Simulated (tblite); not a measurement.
Compound: C5H6FNO.
Atom-mapped SMILES: `[N:1]#[C:2][CH2:3][C@@H:4]([CH:5]=[O:6])[CH2:7][F:8]` (hydrogens: H9, H10 on C3; H11 on C4; H12 on C5; H13, H14 on C7)

Structure used (GFN2-xTB), in Å, numbered top down from 1:
```xyz
14
C5H6FNO angstrom
N      2.8846   -1.2698   -0.4743
C      1.9691   -0.6233   -0.6969
C      0.8046    0.1831   -0.9548
C     -0.0584    0.3419    0.3040
C     -1.1781    1.3357    0.0692
O     -1.2940    2.0144   -0.9089
C     -0.6342   -1.0048    0.7571
F     -1.2914   -0.8582    1.9492
H      1.1228    1.1703   -1.3010
H      0.2202   -0.2808   -1.7546
H      0.5475    0.7387    1.1295
H     -1.8973    1.3822    0.9062
H      0.1654   -1.7360    0.9173
H     -1.3615   -1.3938    0.0359
```

Calculated harmonic vibrations of the isolated species, GFN2-xTB (tblite), most abundant isotopes, no scaling. Errors from tens to a few hundred cm⁻¹ against measured bands are possible. One conformer, not necessarily the lowest.

Harmonic wavenumbers (cm⁻¹): 45.9, 81.3, 98.9, 134.4, 197.0, 248.7, 372.8, 377.5, 403.7, 555.5, 638.0, 828.6, 869.5, 877.4, 1005.0, 1028.3, 1051.0, 1054.2, 1114.9, 1148.7, 1189.4, 1229.6, 1259.3, 1304.9, 1328.9, 1365.2, 1419.7, 1447.7, 1795.8, 2416.5, 2810.4, 2916.7, 2944.7, 2950.9, 2965.7, 2980.1.

A = 2486, B = 1499, C = 978.5 MHz; mass 115.043 u (most abundant isotopes); point group C1, symmetry number 1.

What is the zero-point energy?

½Σν̃ = 22228 cm⁻¹ = 63.55 kcal/mol.

Give the ideal-gas entropy at 298.15 K and 1 bar in the rigid-rotor, harmonic-oscillator model (classical rotation).

Translation 40.16, rotation 28.87, vibration 24.24: S = 93.3 cal/(mol K).

And Cp and H(298.15 K) − H(0)?

Cp = 30.69 cal/(mol K), of which vibrations give 22.75 (their classical limit is 36 R = 71.5); H(298.15 K) − H(0) = 6.03 kcal/mol without the zero-point energy, 3.66 from vibrations.

How do the functions run with temperature in this model?

```
 T (K)  S (cal/(mol K))  Cp (cal/(mol K))  H − H(0) (kcal/mol)  G − H(0) (kcal/mol)  ln q(vib)
    50             57.8              13.0                 0.50                -2.39       0.50
   100             68.3              17.4                 1.26                -5.56       1.63
373.15            100.7              35.9                 8.53               -29.06       7.55
   500            112.3              43.6                13.58               -42.58      10.05
   750            132.3              54.5                25.96               -73.23      14.71
  1000            149.0              61.5                40.52              -108.45      18.99
```

q(vib) and H(0) count from the zero-point level.

What must be added to the electronic energy to get the Gibbs energy at 298.15 K and 1 bar?

ZPE + [H(298.15 K) − H(0)] − T·S = 63.55 + 6.03 − 27.81 = 41.77 kcal/mol.

Hindered rotation and anharmonicity are outside this model. Other conformers, if any are populated, would add a mixing term that is left out. The structure is chiral; the term R ln 2 for an equal mix with its mirror image is left out.

Hardware: one thread of an Arm Neoverse N1 (shared host). Cost: 0.54 s wall. The figure is for the frequency step alone.
